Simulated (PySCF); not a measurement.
Choosing a molecule for a target property.

Each SMILES stands for a single optimised conformer of the isolated species, non-relativistic unless stated; the electronic structure was computed with PySCF and density fitting.

The conformers computed, where there is a choice (atom-mapped SMILES and torsion angles):
- `[CH3:1][Si@@:2]([SiH3:3])([C:4]#[N:5])[c:6]1[cH:7][cH:8][cH:9][s:10]1`: C1–Si2–C6–C7 -118°
- `[CH:1]#[C:2][C:3]1=[CH:4][Si@@H:5]([NH:6][SiH3:7])[CH:8]=[CH:9]1`: C4–Si5–N6–Si7 -83°
- `[CH:1]#[C:2][SiH2:3][O:4][Si@H:5]([O:6][CH3:7])[S:8][SiH3:9]`: C2–Si3–O4–Si5 -28°, Si3–O4–Si5–O6 55°, O4–Si5–O6–C7 48°, O4–Si5–S8–Si9 111°

The conformers of `FC(F)C1=C[SiH2][C@H]2C[C@@H]1C2`, `C#C[C@@H]1C[SiH2][C@H](F)[Si@@H]1F` and `C#C[Si@@H]1C[SiH2][C@@H](F)[C@H]1F` aren't listed.

Question: Wanted: HOMO–LUMO gap below 5 eV (PBE0/pcSseg-1) and HOMO energy above -7.4 eV (PBE0/pcSseg-1), at GFN2-xTB geometries. Which candidate meets both?
A. `C#C[Si@@H]1C[SiH2][C@@H](F)[C@H]1F`
B. `C[Si@@]([SiH3])(C#N)c1cccs1`
C. `C#CC1=C[Si@@H](N[SiH3])C=C1`
D. `FC(F)C1=C[SiH2][C@H]2C[C@@H]1C2`
E. `C#C[C@@H]1C[SiH2][C@H](F)[Si@@H]1F`
F. `C#C[SiH2]O[Si@H](OC)S[SiH3]`

Answer: C. Computed values:
```
                           species  HOMO–LUMO gap  HOMO energy
       C#CC1=C[Si@@H](N[SiH3])C=C1        4.61 eV     -6.63 eV
       C[Si@@]([SiH3])(C#N)c1cccs1        6.06 eV     -7.22 eV
       C#C[SiH2]O[Si@H](OC)S[SiH3]        6.72 eV     -7.32 eV
   FC(F)C1=C[SiH2][C@H]2C[C@@H]1C2        6.94 eV     -7.67 eV
C#C[C@@H]1C[SiH2][C@H](F)[Si@@H]1F        7.18 eV     -7.49 eV
C#C[Si@@H]1C[SiH2][C@@H](F)[C@H]1F        7.58 eV     -8.12 eV
```
